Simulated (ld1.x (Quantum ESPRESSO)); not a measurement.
# What one change does to a pseudopotential (Sb (Z = 51), TM)

ld1.x (Quantum ESPRESSO) 7.5 input, shortened:

```
&input
   title='Sb', zed=51., rel=2, dft='PZ', iswitch=3,
   config='[Kr] 4d10 5s2 5p2', rel_dist='average'
 /
 &inputp
   pseudotype=2, tm=.true., lloc=-1, rcloc=1.20,
   nlcc=.true., new_core_ps=.true.
 /
3
5S  1  0   2.00   0.00  1.40  1.40  0.0
5P  2  1   2.00   0.00  1.90  1.90  0.0
4D  3  2  10.00   0.00  1.65  1.65  0.0
 &test
   configts(1)='4d10 5s2 5p2'
 /
```

Open shells are filled in proportion to 2j + 1 (rel_dist='average').

Change: wave 5s (bound): rc 1.40 bohr becomes 5s (bound): rc 1.36 bohr.

Cutoffs: the cutoffs (Ry, on a coarse ladder) from which the occupation-weighted sum of valence levels, in a spherical-Bessel basis at the reference potential, stays within 10 and 1 mRy of its value at 400 Ry; they do not see the model core or the augmentation charge, which bear on the density cutoff. Errors are all-electron minus pseudo energies relative to the spin-unpolarised reference configuration.

Question: What does the change do?

Answer: The potential gets neither clearly harder nor softer (90 Ry and 180 Ry → 100 Ry and 180 Ry); both files keep a bound ghost (p, s); of the 7 tests that both files solve, the error grows in 4 and shrinks in 0 by more than 15 % and 0.3 meV (median size 2.3 → 4.4 meV). That the errors move this way runs against the usual rule that smaller radii transfer better.

| quantity | base | changed |
| --- | --- | --- |
| cutoff, loose | 90 Ry | 100 Ry |
| cutoff, tight | 180 Ry | 180 Ry |
| loose cutoff by channel (10 mRy a level) | s 40 Ry, p 30 Ry, d 70 Ry | s 45 Ry, p 30 Ry, d 70 Ry |
| bound ghosts | s, p3/2, p1/2 | s, p3/2, p1/2 |
| error for 4d10 5s2 5p3, meV [ΔE -8.54 eV] | -0.6 | -0.7 |
| error for 4d10 5s2 5p1, meV [ΔE 16.27 eV] | -0.6 | -1.0 |
| error for 4d10 5s2 5p0, meV [ΔE 41.09 eV] | -2.3 | -4.4 |
| error for 4d10 5s2 5p3.3, meV [ΔE -9.75 eV] | -0.9 | -1.1 |
| error for 4d9 5s2 5p4, meV [ΔE 22.42 eV] | -322 | -328 |
| error for 4d10 5s0 5p5, meV [ΔE 8.05 eV] | -42 | -61 |
| error for 4d10 5s1 5p4, meV [ΔE -0.36 eV] | -12 | -17 |
| s: phases at 2.04 bohr within 0.05 rad from the reference energy up to (Ry; the scan ends near 5) | 3.6 | 4.3 |
| p1/2: phases at 2.04 bohr within 0.05 rad from the reference energy up to (Ry; the scan ends near 5) | to the end of the scan | to the end of the scan |
| p3/2: phases at 2.04 bohr within 0.05 rad from the reference energy up to (Ry; the scan ends near 5) | to the end of the scan | to the end of the scan |
| d3/2: phases at 2.04 bohr within 0.05 rad from the reference energy up to (Ry; the scan ends near 5) | 1.6 | 1.6 |
| d5/2: phases at 2.04 bohr within 0.05 rad from the reference energy up to (Ry; the scan ends near 5) | 1.7 | 1.7 |

 A true bound ghost makes a file unfit for plane-wave use even where its test errors are small: the radial tests pick states by their node count and pass the ghost by.
